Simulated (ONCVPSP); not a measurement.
**Before and after: ONCV potential for Rb (Z = 37)**

ONCVPSP 4.0.1 input, shortened (lines: element, Z, core and valence counts, functional; n l f; lmax; l rc ep ncon nbas qcut; lloc lpopt rc5 dvloc0; l nproj debl; icmod fcfact rcfact), LDA (Perdew-Wang 92), scalar-relativistic:

```
  Rb 37.00    6    3  -001012      upf
    1    0    2.00
    2    0    2.00
    2    1    6.00
    3    0    2.00
    3    1    6.00
    3    2   10.00
    4    0    2.00
    4    1    6.00
    5    0    1.00
    2
    0    2.35    0.00    4    9    5.20
    1    2.35    0.00    4    8    7.20
    2    2.15    0.19    4    9    4.30
    4    5    1.95    4.00
    0    2    1.50
    1    2    2.20
    2    2    0.80
    0    0.00    0.00
```

All-electron outer shells of the reference configuration (LDA (PZ), scalar-relativistic, ld1.x):

| shell | level (eV) | outermost node (bohr) | outermost maximum (bohr) |
| --- | --- | --- | --- |
| 4s | -31.97 | 0.62 | 1.25 |
| 4p | -16.03 | 0.64 | 1.42 |
| 5s | -2.37 | 1.79 | 4.22 |

Change: all radii scaled by about 1.15 (s 2.70, p 2.70, d 2.48 bohr); local potential polynomial inside 2.24 bohr (lpopt 5, dvloc0 4 Ha).

Cutoffs: the cutoffs (Ha) at which the residual kinetic energy of the hardest occupied pseudo-wave falls to 1 and 0.1 mHa per electron; they do not see the model core or the augmentation charge, which bear on the density cutoff. Errors are all-electron minus pseudo energies relative to the spin-unpolarised reference configuration.

**Question.** What does the change do?

**Answer.** The potential gets neither clearly harder nor softer (8.3 Ha and 13 Ha → 7.0 Ha and 14 Ha); the p channel sets the loose cutoff, while the largest relative change is in s, which becomes softer; of the 4 tests that both files solve, the error grows in 1 and shrinks in 0 by more than 15 % and 0.3 meV (median size 0.1 → 0.2 meV); neither file shows a bound ghost.

```csv
quantity,base,changed
"cutoff, loose",8.3 Ha,7.0 Ha
"cutoff, tight",13 Ha,14 Ha
loose cutoff by channel,"s 8.3 Ha, p 6.8 Ha","s 6.1 Ha, p 7.0 Ha"
bound ghosts,none,none
GHOST(+) flags under 300 eV,none,none
"error for 4s2 4p6 5s0, meV [ΔE 4.27 eV]",-0.2,-0.2
"error for 4s2 4p6 5s0.5, meV [ΔE 1.66 eV]",-0.1,-0.1
"error for 4s2 4p6 5s0 5p1, meV [ΔE 1.62 eV]",+0.1,-0.1
"error for 4s1 4p6 5s1, meV [ΔE 37.84 eV]",-102,-178
```
